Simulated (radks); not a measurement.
Initial-state core-level shifts of neutral tantalum when its valence configuration changes from [Xe] 4f14 5d3 6s2. All-electron calculation, scalar-relativistic Kohn-Sham, BLYP, spin-polarised, spherical densities, point nucleus; open shells are filled with parallel spins first (spin-orbit coupling, left out, can overturn this in heavy ions). Program: a radial shooting solver on a logarithmic mesh with Libxc functionals. Shifts are changes of the shell-averaged eigenvalues in eV (positive: less bound).

valence,1s,3p,4d,5p
4f13.5 5d3.5 6s2,-4.285,-5.253,-4.532,-1.430
4f11.5 5d3.5 6s2 6p2,-31.879,-37.464,-32.861,-15.224
4f14 5d5,+3.194,+3.316,+3.344,+3.157
4f14 5d2 6s2 6p1,-3.751,-3.802,-3.817,-3.606
4f13 5d4 6s2,-8.716,-10.716,-9.179,-2.830
4f13 5d3 6s2 6p1,-12.781,-14.838,-13.305,-6.690
4f13.5 5d1.5 6s2 6p2,-12.305,-13.383,-12.676,-8.978
4f14 5d3 6s1 6p1,-1.365,-1.355,-1.359,-1.334
4f13 5d4 6s1 6p1,-10.104,-12.096,-10.562,-4.184
